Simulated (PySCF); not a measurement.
## Correlation energy of Br (bromine, neutral)

[Ar] 3d10 4s2 4p5, 2P determinant. Calculation: PySCF 2.14, in cc-pVDZ-DK (5s4p2d, 27 functions); scalar relativity by spin-free X2C-1e. Frozen: [Ar] 3d10; 7 electrons correlated.

MP2 pair energies summed by pair of shells (mhartree):

```
 pair  energy  share (%)
4p-4p  -61.17       66.4
4s-4p  -25.52       27.7
4s-4s   -5.46        5.9
```

Total MP2 correlation energy: -92.15 mhartree.

Same-spin part -23.58 and opposite-spin part -68.56 mhartree; SCS-MP2 scales them by 1/3 and 6/5 to -90.14 mhartree.

```json
{"level": "CCSD", "correlation energy (mhartree)": "-106.08"}
{"level": "(T)", "correlation energy (mhartree)": "-0.82"}
{"level": "CCSD(T)", "correlation energy (mhartree)": "-106.90"}
```

Diagnostics: T1 = 0.0049, D1 = 0.0169, largest double amplitude 0.049.

Cost of the coupled-cluster step: 0.16 s of wall time on 1 thread of Neoverse-N1 (shared host), for 7 correlated electrons.

Iterations:

```
CC2 = 0
CCSD nocc = (np.int64(4), np.int64(3)), nmo = (13, 13)
frozen orbitals [[0, 1, 2, 3, 4, 5, 6, 7, 8, 9, 10, 11, 12, 13], [0, 1, 2, 3, 4, 5, 6, 7, 8, 9, 10, 11, 12, 13]]
max_cycle = 100
direct = 0
conv_tol = 1e-08
conv_tol_normt = 1e-06
diis_space = 8
diis_start_cycle = 0
Init t2, MP2 energy = -0.0921462150516268
Init E_corr(UCCSD) = -0.092146215051649
cycle = 1  E_corr(UCCSD) = -0.103386215068201  dE = -0.01124  norm(t1,t2) = 0.0304848
cycle = 2  E_corr(UCCSD) = -0.105315340950286  dE = -0.00192912588  norm(t1,t2) = 0.00902746
cycle = 3  E_corr(UCCSD) = -0.106095716674166  dE = -0.000780375724  norm(t1,t2) = 0.00328145
cycle = 4  E_corr(UCCSD) = -0.106081806092535  dE = 1.39105816e-05  norm(t1,t2) = 0.000285117
cycle = 5  E_corr(UCCSD) = -0.106083578403376  dE = -1.77231084e-06  norm(t1,t2) = 7.19233e-05
cycle = 6  E_corr(UCCSD) = -0.106083353355451  dE = 2.25047925e-07  norm(t1,t2) = 1.41278e-05
cycle = 7  E_corr(UCCSD) = -0.106083416116535  dE = -6.27610836e-08  norm(t1,t2) = 2.47999e-06
cycle = 8  E_corr(UCCSD) = -0.106083403072961  dE = 1.30435737e-08  norm(t1,t2) = 3.62615e-07
cycle = 9  E_corr(UCCSD) = -0.106083403939487  dE = -8.66526337e-10  norm(t1,t2) = 5.68913e-08
UCCSD converged
E(UCCSD) = -2604.404497394452  E_corr = -0.1060834039394873
UCCSD(T) correction = -0.000821174190064297
```
